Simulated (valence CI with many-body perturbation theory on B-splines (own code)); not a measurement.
The numbers below are computed, except where a source is named.
Ag XXIV: magnetic and hyperfine properties of the levels

Level of theory: relativistic CI+MBPT: six valence electrons over a frozen Dirac-Fock core [Ar], radial functions for each j: 7 s, 7 p, 8 d, 6 f, 4 g, 1 h, with the one-electron correlation potential Σ1, the two-electron term Σ2, the three-electron term Σ3, Breit, model QED; selected CI, second order for the rest, scaled by the run's own slope (own B-spline code, finite nucleus).

No measured spectrum was set against this ion. As an estimate, terms of the open shell hold to 2 to 4 % of their energy, and close levels can change places. Core correlation moves these levels by up to 10000 cm⁻¹, and in measured spectra 5 to 20 % of such shifts remained as error; rates that hang on mixing are uncertain with them. Among the levels kept, up to 920 cm⁻¹ of a level comes from second order outside the variational space, and about a tenth of that is noise between levels of different J, which matters for small intervals. Only levels of the ground parity were solved; by the run's estimate the other parity begins above the list, which can be wrong where configurations are misplaced.

A/g_I is the dipole constant over the nuclear g factor μ/I (μ in nuclear magnetons, uniformly magnetised nucleus), B/Q the quadrupole constant per barn. Both hold the static response of the core; the bare values leave it out. Large factors of s and p1/2 electrons are usually good to 5 to 10 %; those of open d and f shells near neutrality can be off by tens of per cent, and small factors of p3/2, d and f electrons come from cancelling terms and can be off by a factor of two or in sign, in half-filled shells by more. B is blank for J = 1/2, where it vanishes, and for nearly pure S terms. Energies count from the lowest level. Levels with J = 0 are left out.

Names give the largest LS component (configuration and term), which can be under half, so a name can repeat, a term be missing and a line seem to break the LS rules; names also repeat where a configuration has a term twice. Letters in brackets count levels of one name in rising energy.

| Level | E (eV) | g | A/g_I (MHz) | A/g_I bare | B/Q (MHz/b) | B/Q bare |
| --- | --- | --- | --- | --- | --- | --- |
| 3d6 5D_4 | 0.000 | 1.442 | 5300 | 5740 | 13100 | 13400 |
| 3d6 5D_2 | 3.565 | 1.446 | 5010 | 5450 | -3330 | -3400 |
| 3d6 5D_3 | 4.135 | 1.468 | 3420 | 3880 | 2730 | 2800 |
| 3d6 5D_1 | 6.026 | 1.467 | 4200 | 4660 | -4450 | -4540 |
| 3d6 3H_4 [a] | 9.585 | 1.063 | 7750 | 7860 | 7610 | 7790 |
| 3d6 3H_6 | 11.935 | 1.137 | 9090 | 9260 | -8590 | -8790 |
| 3d6 3H_5 | 12.030 | 1.111 | 8450 | 8590 | 3890 | 3990 |
| 3d6 3P_2 [a] | 12.650 | 1.410 | 2340 | 2750 | -4210 | -4290 |
| 3d6 3F_3 [a] | 14.259 | 1.003 | 10400 | 10500 | 6810 | 6950 |
| 3d6 3F_2 [a] | 14.641 | 0.819 | 12700 | 12600 | -3950 | -4040 |
| 3d6 3H_4 [b] | 16.862 | 1.001 | 9270 | 9320 | -1390 | -1410 |
| 3d6 3G_4 | 18.715 | 1.068 | 10500 | 10600 | -598 | -613 |
| 3d6 3G_5 | 18.780 | 1.116 | 9280 | 9430 | -7130 | -7290 |
| 3d6 3D_1 | 18.805 | 0.850 | 9920 | 9830 | 3110 | 3180 |
| 3d6 3D_2 | 19.199 | 1.151 | 8310 | 8490 | 8410 | 8610 |
| 3d6 3D_3 | 20.467 | 1.218 | 6110 | 6350 | -9330 | -9540 |
| 3d6 3G_3 | 20.873 | 0.959 | 11800 | 11800 | 3320 | 3400 |
| 3d6 1I_6 | 21.301 | 1.023 | 10300 | 10400 | -12800 | -13100 |
| 3d6 3P_1 [a] | 22.896 | 1.210 | 5590 | 5830 | 912 | 932 |
| 3d6 1F_3 | 24.247 | 1.017 | 10500 | 10600 | -14000 | -14300 |
| 3d6 1G_4 [a] | 25.165 | 1.022 | 10800 | 10800 | 4090 | 4200 |
| 3d6 1D_2 [a] | 25.846 | 1.038 | 9730 | 9810 | -4750 | -4870 |
| 3d6 3P_1 [b] | 29.017 | 1.462 | 2160 | 2620 | -2080 | -2130 |
| 3d6 3F_4 | 31.050 | 1.198 | 8160 | 8380 | -17500 | -17900 |
| 3d6 3F_2 [b] | 31.562 | 0.709 | 14900 | 14700 | -8300 | -8490 |
| 3d6 3P_2 [b] | 35.380 | 1.401 | 5680 | 6080 | -11900 | -12200 |
| 3d6 3F_3 [b] | 35.466 | 1.066 | 9590 | 9700 | -15200 | -15500 |
| 3d6 1G_4 [b] | 35.958 | 1.034 | 9520 | 9590 | -8530 | -8720 |
| 3d6 1D_2 [b] | 44.561 | 1.000 | 10600 | 10700 | 16100 | 16400 |

(1) Take the isotope of mass number 107, with I = 1/2, μ = -0.11352 μN. What is the hyperfine structure of 3d6 3P_2 [a]?

Answers

(1) From the table A = -531 MHz. Shifts from the centre of gravity in MHz: F = 3/2: 796, F = 5/2: -531.
